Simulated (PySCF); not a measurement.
C2H3Cl2FSi.

```xyz
9

F      1.9967     0.4537     0.0000
C      0.6552     0.5609     0.0000
Si    -0.0566     2.3211     0.0000
C     -0.0739    -0.5701     0.0000
Cl     0.6324    -2.1438     0.0000
Cl    -1.8088    -0.4938     0.0000
H     -0.8881     2.5354     1.2152
H     -0.8881     2.5354    -1.2152
H      1.1086     3.2449     0.0000
```
Charge 0, spin multiplicity 1.

Geometry optimised at B3LYP-D3(BJ)/def2-SVP. The structure was generated by enumeration, and PubChem lists no compound with its InChIKey, so it may never have been made.

Method: PBE/pcSseg-1 (PySCF). Non-relativistic, no solvent.

Computed absolute GIAO shielding of each atom: isotropic value and principal components (ppm):
| atom | σ(iso) | σ11 | σ22 | σ33 | span |
|---|---|---|---|---|---|
| F1 | 237.4 | 159.4 | 215.7 | 337.1 | 177.7 |
| C2 | 16.6 | -59.7 | 42.8 | 66.5 | 126.1 |
| Si3 | 413.8 | 388.7 | 402.7 | 449.9 | 61.2 |
| C4 | 38.8 | -33.4 | 60.8 | 88.9 | 122.3 |
| Cl5 | 601.3 | 388.2 | 562.6 | 853.2 | 465.1 |
| Cl6 | 624.8 | 452.0 | 499.0 | 923.5 | 471.5 |
| H7 | 26.8 | 23.3 | 25.8 | 31.2 | 7.9 |
| H8 | 26.8 | 23.3 | 25.8 | 31.2 | 7.9 |
| H9 | 27.0 | 23.6 | 25.5 | 31.8 | 8.2 |
